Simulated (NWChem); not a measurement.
System: SnH3OBr; SMILES [OH][SnH2][Br]

The following NWChem deck was run.

```
start job
memory heap 200 mb stack 900 mb global 1100 mb
geometry units angstroms noautoz
  Sn    -0.260590    -0.800807    -0.030193
  O      1.557528    -1.562709    -0.180637
  Br    -0.066929     1.691625    -0.047598
  H     -1.047749    -1.305612    -1.449888
  H     -0.972457    -1.213090     1.467930
  H      2.170166    -1.210039     0.475406
end
basis spherical
  * library def2-svp
end
ecp
  Sn library def2-ecp
end
dft
  xc n12
  iterations 150
  mulliken
end
task dft energy
```

Output (shortened):

```
             Northwest Computational Chemistry Package (NWChem) 7.3.0
             --------------------------------------------------------

 C1  symmetry detected

                             Geometry "geometry" -> ""
                             -------------------------

 Output coordinates in angstroms (scale by  1.889725989 to convert to a.u.)

  No.       Tag          Charge          X              Y              Z
 ---- ---------------- ---------- -------------- -------------- --------------
    1 Sn                  50.0000    -0.29560330    -0.81100851    -0.00068691
    2 O                    8.0000     1.46386455    -1.71125255    -0.05083314
    3 Br                  35.0000     0.09037405     1.65901652    -0.00544653
    4 H                    1.0000    -1.03970411    -1.25864541    -1.46216440
    5 H                    1.0000    -1.11883037    -1.16195456     1.45541696
    6 H                    1.0000     2.06469126    -1.40453235     0.63838660

 Effective nuclear repulsion energy (a.u.)     583.2972720354

                                 NWChem DFT Module
                                 -----------------

 Summary of "ao basis" -> "ao basis" (spherical)
 ------------------------------------------------------------------------------
       Tag                 Description            Shells   Functions and Types
 ---------------- ------------------------------  ------  ---------------------
 Sn                         def2-svp                10       26   4s4p2d
 O                          def2-svp                 6       14   3s2p1d
 Br                         def2-svp                12       32   5s4p3d
 H                          def2-svp                 3        5   2s1p

            General Information
            -------------------
          SCF calculation type: DFT
          Wavefunction type:  closed shell.
          No. of atoms     :     6
          No. of electrons :    68
           Alpha electrons :    34
            Beta electrons :    34
          Charge           :     0
          Spin multiplicity:     1
          Use of symmetry is: off; symmetry adaption is: off
          Maximum number of iterations: 150
          AO basis - number of functions:    87
                     number of shells:    37
          Convergence on energy requested:  1.00D-06
          Convergence on density requested:  1.00D-05
          Convergence on gradient requested:  5.00D-04

              XC Information
              --------------
                          N12 Method XC Functional
                           N12 Exchange Functional  1.000
                         N12 Correlation Potential  1.000

             Grid Information
             ----------------
          Grid used for XC integration:  medium
          Radial quadrature: Mura-Knowles
          Angular quadrature: Lebedev.
          Tag              B.-S. Rad. Rad. Pts. Rad. Cut. Ang. Pts.
          ---              ---------- --------- --------- ---------
          Sn                  1.45      123           9.0       590
          O                   0.60       49          10.0       434
          Br                  1.15      112          10.0       590
          H                   0.35       45          10.0       434
          Grid pruning is: on
          Number of quadrature shells:   419
          Spatial weights used:  Erf1

      Superposition of Atomic Density Guess
      -------------------------------------

 Sum of atomic energies:       -2897.37054242

      Non-variational initial energy
      ------------------------------

 Total energy =   -2861.970063
 1-e energy   =   -4646.233388
 2-e energy   =    1491.632974
 HOMO         =      -0.358363
 LUMO         =      -0.001745

     ---------------------------------------------
      Total Density - Mulliken Population Analysis
     ---------------------------------------------

    Atom       Charge   Shell Charges
 -----------   ------   -------------------------------------------------------
    1 Sn  22    20.71   1.60  0.42  0.89  0.28  3.26  2.74  0.95  0.46  9.76  0.36
    2 O    8     8.94   1.99  1.11  0.68  3.10  2.05  0.00
    3 Br  35    35.51   2.00  2.00  2.00  1.37  0.59  6.00  5.99  2.39  3.16  8.23  1.73  0.05
    4 H    1     1.08   0.64  0.44  0.01
    5 H    1     1.09   0.63  0.45  0.01
    6 H    1     0.66   0.53  0.07  0.06

   convergence    iter        energy       DeltaE   RMS-Dens  Diis-err
 ---------------- ----- ----------------- --------- --------- ---------
 d= 0,ls=0.0,diis     1  -2867.0424130070 -3.16D+03  3.02D-02  8.36D-01
 d= 0,ls=0.0,diis     2  -2866.5607681223  4.82D-01  2.17D-02  4.84D+00
 d= 0,ls=0.0,diis     3  -2867.1193422276 -5.59D-01  6.83D-03  1.76D-01
 d= 0,ls=0.0,diis     4  -2867.1327553794 -1.34D-02  3.38D-03  6.19D-02
 d= 0,ls=0.0,diis     5  -2867.1423564647 -9.60D-03  6.64D-04  4.24D-03
  Resetting Diis
 d= 0,ls=0.0,diis     6  -2867.1427003730 -3.44D-04  1.56D-04  1.61D-04
 d= 0,ls=0.0,diis     7  -2867.1427181590 -1.78D-05  8.14D-05  7.73D-06
 d= 0,ls=0.0,diis     8  -2867.1427159006  2.26D-06  4.83D-05  2.95D-05
 d= 0,ls=0.0,diis     9  -2867.1427191325 -3.23D-06  1.35D-05  1.43D-06
 d= 0,ls=0.0,diis    10  -2867.1427193088 -1.76D-07  2.46D-06  6.23D-08

         Total DFT energy =    -2867.142719308758
      One electron energy =    -4652.179046226484
           Coulomb energy =     1613.787721214106
    Exchange-Corr. energy =     -121.381745486653
 Nuclear repulsion energy =      292.630351190274

 Numeric. integr. density =       68.000015653696

                       DFT Final Molecular Orbital Analysis
                       ------------------------------------

 Vector   32  Occ=2.000000D+00  E=-2.501457D-01
              MO Center=  7.9D-01, -3.3D-01,  2.3D-02, r^2= 4.2D+00
   Bfn.  Coefficient  Atom+Function         Bfn.  Coefficient  Atom+Function
  ----- ------------  ---------------      ----- ------------  ---------------
    32      0.346546  2 O  pz                55     -0.316424  3 Br px
    52     -0.298197  3 Br px                35      0.246290  2 O  pz
    30     -0.240529  2 O  px                31     -0.227023  2 O  py
    49      0.195068  3 Br px                57     -0.191847  3 Br pz
    33     -0.167889  2 O  px                54     -0.168693  3 Br pz

 Vector   33  Occ=2.000000D+00  E=-2.444910D-01
              MO Center=  5.0D-01,  5.5D-01, -5.5D-03, r^2= 4.1D+00
   Bfn.  Coefficient  Atom+Function         Bfn.  Coefficient  Atom+Function
  ----- ------------  ---------------      ----- ------------  ---------------
    55      0.444760  3 Br px                52      0.421679  3 Br px
    31     -0.335893  2 O  py                49     -0.274920  3 Br px
    34     -0.238892  2 O  py                56     -0.169161  3 Br py
    32      0.149936  2 O  pz                53     -0.148162  3 Br py
    57     -0.120366  3 Br pz                54     -0.109934  3 Br pz

 Vector   34  Occ=2.000000D+00  E=-2.432218D-01
              MO Center=  8.4D-02,  1.0D+00,  2.1D-02, r^2= 3.4D+00
   Bfn.  Coefficient  Atom+Function         Bfn.  Coefficient  Atom+Function
  ----- ------------  ---------------      ----- ------------  ---------------
    57      0.519136  3 Br pz                54      0.496112  3 Br pz
    51     -0.323071  3 Br pz                79     -0.170846  5 H  s
    78     -0.146670  5 H  s                 74      0.135285  4 H  s
    32      0.132987  2 O  pz                31     -0.125344  2 O  py
    73      0.115272  4 H  s                 48      0.104624  3 Br pz

 Vector   35  Occ=0.000000D+00  E=-6.567581D-02
              MO Center= -1.3D-01, -2.8D-01,  5.7D-02, r^2= 4.5D+00
   Bfn.  Coefficient  Atom+Function         Bfn.  Coefficient  Atom+Function
  ----- ------------  ---------------      ----- ------------  ---------------
     3      0.834916  1 Sn s                  4      0.538966  1 Sn s
    56      0.476945  3 Br py                79     -0.412736  5 H  s
    74     -0.361405  4 H  s                 53      0.289818  3 Br py
     2     -0.272937  1 Sn s                 12      0.245792  1 Sn py
    29     -0.238277  2 O  s                 15      0.217464  1 Sn py

 Vector   36  Occ=0.000000D+00  E=-2.988689D-02
              MO Center= -1.6D-01, -9.1D-01,  1.0D-01, r^2= 4.8D+00
   Bfn.  Coefficient  Atom+Function         Bfn.  Coefficient  Atom+Function
  ----- ------------  ---------------      ----- ------------  ---------------
    15      0.607993  1 Sn py                14     -0.552241  1 Sn px
    29      0.508996  2 O  s                 12      0.340820  1 Sn py
    11     -0.260786  1 Sn px                45     -0.243005  3 Br s
    55      0.218618  3 Br px                56      0.214111  3 Br py
    84     -0.214273  6 H  s                 28      0.145261  2 O  s

 Vector   37  Occ=0.000000D+00  E=-4.032974D-03
              MO Center= -6.6D-01, -1.1D+00,  2.3D-02, r^2= 4.1D+00
   Bfn.  Coefficient  Atom+Function         Bfn.  Coefficient  Atom+Function
  ----- ------------  ---------------      ----- ------------  ---------------
    74      0.822355  4 H  s                 14      0.716977  1 Sn px
    79      0.663606  5 H  s                 15      0.631419  1 Sn py
     4     -0.489740  1 Sn s                  3     -0.439544  1 Sn s
    11      0.316105  1 Sn px                12      0.296143  1 Sn py
    45     -0.220908  3 Br s                 73      0.214556  4 H  s

     ---------------------------------------------
      Total Density - Mulliken Population Analysis
     ---------------------------------------------

    Atom       Charge   Shell Charges
 -----------   ------   -------------------------------------------------------
    1 Sn  22    21.40   1.61  0.42  1.17  0.10  3.25  2.77  1.38  0.48  9.73  0.49
    2 O    8     8.42   1.99  1.09  0.69  2.91  1.74  0.01
    3 Br  35    35.25   2.00  2.00  1.99  1.51  0.46  6.00  5.98  2.45  2.85  8.26  1.68  0.08
    4 H    1     1.04   0.69  0.34  0.01
    5 H    1     1.06   0.69  0.37  0.01
    6 H    1     0.82   0.68  0.07  0.07

     -------------------------------------------
      Total Density - Lowdin Population Analysis
     -------------------------------------------

    Atom       Charge   Shell Charges
 -----------   ------   -------------------------------------------------------
    1 Sn  22    21.55   1.18  0.77  0.78  0.40  3.01  2.86  1.33  0.81  9.47  0.95
    2 O    8     8.28   1.97  0.91  0.63  2.74  2.01  0.01
    3 Br  35    35.12   2.00  2.00  1.96  1.17  0.72  5.99  5.82  2.52  2.92  7.90  1.98  0.15
    4 H    1     1.06   0.60  0.43  0.03
    5 H    1     1.07   0.60  0.44  0.03
    6 H    1     0.92   0.56  0.18  0.18

     Multipole analysis of the density
     ---------------------------------

     L   x y z        total         alpha         beta         nuclear
     -   - - -        -----         -----         ----         -------
     0   0 0 0     -0.000000    -34.000000    -34.000000     68.000000

     1   1 0 0     -0.332510     -7.986784     -7.986784     15.641059
     1   0 1 0     -0.396154    -21.654251    -21.654251     42.912348
     1   0 0 1      0.412622      0.188138      0.188138      0.036346

     2   2 0 0    -34.994874    -63.826929    -63.826929     92.658983
     2   1 1 0      1.807214     18.419287     18.419287    -35.031360
     2   1 0 1      2.159217      0.004965      0.004965      2.149286
     2   0 2 0    -38.971696   -267.917720   -267.917720    496.863743
     2   0 1 1     -1.173100      0.048224      0.048224     -1.269548
     2   0 0 2    -35.859124    -26.295533    -26.295533     16.731941
```

Level: N12/def2-SVP with def2 effective core potentials on Sn. Coordinates come from a PBE0/def2-SVP optimisation. def2 effective core potentials on Sn; no spin-orbit coupling.
